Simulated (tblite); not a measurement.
C7H14B2O.
Atom-mapped SMILES: `[BH2:1][O:2][BH:3][C@H:4]([C:5]#[C:6][CH3:7])[CH:8]([CH3:9])[CH3:10]` (hydrogens: H11, H12 on B1; H13 on B3; H14 on C4; H15, H16, H17 on C7; H18 on C8; H19, H20, H21 on C9; H22, H23, H24 on C10)

Computed with GFN2-xTB (tblite), gas phase: L-BFGS steps from a force-field or distance-geometry start until the largest atomic force falls under 0.01 eV/Å.

Step 49: E = -780.9380 eV
```
atom  x, y, z in Å  |  force x, y, z in eV/Å
B1      3.4887   -0.0325    0.4896   -0.041   0.006  -0.010
O2      2.4875   -0.5332   -0.1636    0.040   0.053   0.055
B3      1.5060   -1.0317   -0.8447    0.143  -0.043  -0.035
C4      0.0511   -0.3404   -0.9053   -0.085  -0.092   0.025
C5      0.0477    1.0800   -0.6095    0.024   0.044   0.018
C6     -0.0461    2.2301   -0.2829    0.008  -0.042  -0.045
C7     -0.2161    3.6264    0.0578   -0.011   0.049  -0.007
C8     -0.9748   -1.0116    0.0463   -0.061  -0.039   0.016
C9     -2.3820   -0.5517   -0.3332   -0.017  -0.008  -0.010
C10    -0.8829   -2.5353    0.0076   -0.027   0.035   0.025
H11     4.2118    0.7225   -0.0534    0.022   0.042  -0.011
H12     3.6730   -0.3528    1.6087   -0.010  -0.011   0.038
H13     1.7068   -2.0252   -1.4583   -0.036   0.024  -0.003
H14    -0.3316   -0.4737   -1.9249   -0.008   0.037  -0.042
H15     0.0653    4.2600   -0.7822    0.046   0.014  -0.026
H16    -1.2641    3.8141    0.2937   -0.013   0.026   0.033
H17     0.3920    3.8924    0.9216    0.028  -0.017   0.008
H18    -0.7609   -0.6828    1.0698    0.011   0.030  -0.027
H19    -2.6189   -0.8919   -1.3396   -0.059  -0.017   0.006
H20    -3.1313   -0.9466    0.3515    0.064  -0.021  -0.001
H21    -2.4405    0.5343   -0.3180    0.002  -0.007   0.013
H22     0.0695   -2.8677    0.4186   -0.071  -0.032  -0.055
H23    -0.9732   -2.9029   -1.0142   -0.001   0.014   0.079
H24    -1.6888   -2.9601    0.6057    0.052  -0.046  -0.044
```

Step 50: E = -780.9403 eV
```
atom  x, y, z in Å  |  force x, y, z in eV/Å
B1      3.4819   -0.0250    0.4914   -0.007   0.024   0.027
O2      2.4838   -0.5290   -0.1624    0.021   0.018   0.006
B3      1.5074   -1.0348   -0.8464    0.146  -0.015  -0.016
C4      0.0517   -0.3458   -0.9103   -0.089  -0.060   0.019
C5      0.0494    1.0766   -0.6204    0.015   0.025   0.020
C6     -0.0483    2.2273   -0.2976    0.004  -0.005  -0.015
C7     -0.2122    3.6221    0.0567    0.001   0.035  -0.003
C8     -0.9740   -1.0114    0.0452   -0.074  -0.016   0.015
C9     -2.3820   -0.5509   -0.3307   -0.041   0.017  -0.020
C10    -0.8837   -2.5344    0.0096   -0.022   0.023   0.021
H11     4.2026    0.7373   -0.0483   -0.003   0.010   0.009
H12     3.6632   -0.3498    1.6112    0.000   0.009   0.013
H13     1.7116   -2.0281   -1.4589   -0.025   0.027   0.002
H14    -0.3290   -0.4826   -1.9294   -0.024   0.030  -0.057
H15     0.0710    4.2634   -0.7776    0.038   0.003  -0.007
H16    -1.2583    3.8143    0.2999    0.003   0.011   0.014
H17     0.4000    3.8740    0.9230    0.019  -0.015  -0.019
H18    -0.7552   -0.6772    1.0664   -0.002   0.012  -0.030
H19    -2.6222   -0.8764   -1.3414   -0.030  -0.034   0.009
H20    -3.1320   -0.9555    0.3476    0.073  -0.019   0.011
H21    -2.4438    0.5347   -0.3031    0.007  -0.004   0.021
H22     0.0704   -2.8650    0.4159   -0.042  -0.045  -0.049
H23    -0.9794   -2.9023   -1.0111    0.002   0.004   0.063
H24    -1.6846   -2.9616    0.6118    0.032  -0.034  -0.033
```

Task: Estimate the geometry and energy of step 51. (The exact step hangs on the optimiser's Hessian estimate; all steps are aligned on step 50, rigid shifts and turns removed.)

Result: E = -780.9422 eV, largest force 0.101 eV/Å
```
atom  x, y, z in Å  |  force x, y, z in eV/Å
B1      3.4766   -0.0159    0.4950   -0.050  -0.014  -0.017
O2      2.4840   -0.5272   -0.1646    0.086   0.037   0.039
B3      1.5115   -1.0395   -0.8482    0.059   0.025  -0.023
C4      0.0516   -0.3520   -0.9141   -0.051   0.002   0.001
C5      0.0526    1.0729   -0.6279   -0.005   0.010   0.020
C6     -0.0509    2.2249   -0.3107    0.002   0.010   0.005
C7     -0.2088    3.6188    0.0554    0.011   0.007  -0.006
C8     -0.9750   -1.0115    0.0443   -0.059   0.011  -0.003
C9     -2.3837   -0.5502   -0.3286   -0.034   0.012  -0.015
C10    -0.8854   -2.5333    0.0121   -0.012   0.011   0.015
H11     4.1958    0.7507   -0.0414   -0.013   0.005   0.016
H12     3.6543   -0.3447    1.6139    0.004   0.019   0.017
H13     1.7144   -2.0311   -1.4621   -0.003   0.015   0.004
H14    -0.3266   -0.4882   -1.9348   -0.027   0.016  -0.034
H15     0.0764    4.2674   -0.7732    0.030  -0.013   0.006
H16    -1.2531    3.8157    0.3052    0.024  -0.005  -0.001
H17     0.4079    3.8568    0.9231    0.011  -0.008  -0.033
H18    -0.7504   -0.6715    1.0623   -0.020  -0.002  -0.018
H19    -2.6267   -0.8633   -1.3423   -0.008  -0.049  -0.004
H20    -3.1323   -0.9648    0.3444    0.064  -0.015   0.029
H21    -2.4474    0.5342   -0.2893    0.004   0.020   0.026
H22     0.0701   -2.8640    0.4123   -0.007  -0.049  -0.033
H23    -0.9860   -2.9009   -1.0068   -0.002  -0.015   0.018
H24    -1.6808   -2.9635    0.6172   -0.005  -0.030  -0.006
```

The energy changes by -0.0019 eV. The first-order estimate −F·Δx gives -0.0031 eV and the mean of the old and new forces, exact on a quadratic surface, -0.0019 eV. The step makes an angle of 77° with the force vector and moves no atom by more than 0.019 Å.

The cost below is that of the whole relaxation. The run took 1.8 s on Arm Neoverse V2, one thread, shared host with 32 logical CPUs at a one-minute load of 7.6.
